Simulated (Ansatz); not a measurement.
Species: HF₃OSi, SMILES `O[Si](F)(F)F` (charge 0, multiplicity 1).

Problem. Give a relaxed geometry from r2SCAN-D4/def2-TZVP in Ansatz (a first-principles code).

Solution. the end point of this relaxation (outside a Z-matrix the atoms follow the SMILES, hydrogens last).
Z-matrix (Å, degrees):
```
Si
F 1 1.5667
F 1 1.5740 2 108.78
F 1 1.5740 2 108.78 3 -115.92
O 1 1.6062 2 107.44 3 122.04
H 5 0.9601 1 120.25 2 180.00
```
